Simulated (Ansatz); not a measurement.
Bond stretch in GaAl, lowest triplet found (which spin is the ground state isn't settled by this scan).

Calculation: full CI/aug-cc-pVDZ, cores with 3d frozen (Ansatz, a first-principles code).

Problem. Relative to R = 2.76 Å, what are the energies at R = 3.92, 4.31, 5.36, 6.13 Å?

Solution. 67.3 kJ/mol at 3.92 Å, 85.4 kJ/mol at 4.31 Å, 108.7 kJ/mol at 5.36 Å, 114.0 kJ/mol at 6.13 Å.

The scan ran from 1.74 to 8.18 Å; beyond the distances shown full CI changes its symmetry label.
